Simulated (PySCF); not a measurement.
## `CS(=O)(=O)c1ncc(O)s1`, C$_{4}$H$_{5}$NO$_{3}$S$_{2}$

Geometry:
```
atom   x (Å)   y (Å)   z (Å)
  C1  -2.250   0.048   1.530
  S2  -1.828  -0.054  -0.219
  O3  -2.271   1.125  -0.906
  O4  -2.227  -1.325  -0.753
  C5  -0.040  -0.020  -0.194
  N6   0.673   0.060   0.869
  C7   1.997   0.066   0.605
  C8   2.312  -0.013  -0.724
  O9   3.544  -0.024  -1.244
 S10   0.853  -0.100  -1.681
 H11  -1.843   0.974   1.913
 H12  -1.813  -0.808   2.025
 H13  -3.330   0.035   1.609
 H14   2.703   0.130   1.410
 H15   3.518  -0.087  -2.206
```

Method: TDDFT wB97X-D/def2-SVPD excited states, vertical, gas phase (PySCF). Geometry: GFN2-xTB.

Q: Give the one- and two-photon strengths of the lowest singlets.

A: δ for parallel linear polarisation; σ at the peak of a Lorentzian of half width 0.1 eV, single beam; Ω is circular over linear.
| state | E (eV) | f | photon λ (nm) | δ (au) | σ (GM) | Ω | main |
| --- | --- | --- | --- | --- | --- | --- | --- |
| S1 | 5.05 | 0.203 | 491 | 68.9 | 0.64 | 0.81 | HOMO→LUMO 0.96 |
| S2 | 5.15 | 0.000 | 481 | 0.68 | 0.01 | 1.50 | HOMO→LUMO+1 0.89 |
| S3 | 5.51 | 0.001 | 450 | 0.82 | 0.01 | 1.50 | HOMO−1→LUMO 0.84, HOMO−4→LUMO 0.12 |
| S4 | 6.24 | 0.000 | 398 | 0.5 | 0.01 | 1.50 | HOMO−2→LUMO+1 0.81, HOMO−2→LUMO+2 0.09 |
| S5 | 6.26 | 0.020 | 396 | 3.49 | 0.05 | 1.48 | HOMO−2→LUMO 0.79, HOMO→LUMO+4 0.09 |

Among these, the strongest one-photon state is S1, the strongest two-photon state S1, with a dipole change of 1.7 D (relaxed, norm of the difference vector).
